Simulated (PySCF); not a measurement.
Run record: geometry optimisation, `C=C[CH2][GeH2][NH2]`.

Method: PBE0-D3(BJ)/def2-SVP geometry optimisation, gas phase (PySCF 2.14.0). Start geometry: GFN2-xTB. The command runs a driver script over a list of jobs; the input below is this job's line of settings and its coordinates in Å.

Command:
```bash
OMP_NUM_THREADS=1 python probes_run.py task.json out
```

Input:
```
{"job": {"xc": "PBE0", "basis": "def2-SVP", "d3": "d3bj", "grid": 1, "shake": 0.01, "kind": "geom"}, "charge": 0, "multiplicity": 1}
C     -2.143240     0.148910     0.930940
C     -1.175370     0.655980     0.201830
C     -0.579150    -0.026340    -0.973040
Ge     1.236480    -0.806400    -0.487630
N      2.209780     0.522400     0.206170
H     -2.629300    -0.765350     0.686040
H     -2.553430     0.699530     1.776950
H     -0.712290     1.620230     0.459510
H     -1.216770    -0.807370    -1.312740
H     -0.395380     0.687940    -1.762150
H      1.022280    -1.998730     0.458790
H      1.986180    -1.283070    -1.676930
H      3.145100     0.317030     0.425750
H      1.797950     1.020150     1.013960
```

Output:
```
step   0  E = -2250.61124245  max force = 0.035493
step   1  E = -2250.61857676  max force = 0.011181
step   2  E = -2250.61947634  max force = 0.004806
step   3  E = -2250.61962969  max force = 0.003873
step   4  E = -2250.61972856  max force = 0.001691
step   5  E = -2250.61977557  max force = 0.000477
step   6  E = -2250.61978654  max force = 0.000444
optimisation converged
```

Energies in Eh; «max force» is the largest Cartesian gradient component in Eh/bohr.

Q: How much energy does the optimisation release, in eV?

A: E(step 0) − E(last step) = 0.008544 Eh, which is 0.232 eV.

Summary of the converged run: final energy -2250.61979 Eh after 6 steps; dipole 0.78 D.

Hardware: one thread, Arm Neoverse V2 (aarch64), shared host. Cost: 57 s, 0.50 GiB resident at most.
Labels such as C1 count atoms from 1, the log's own numbers from 0.
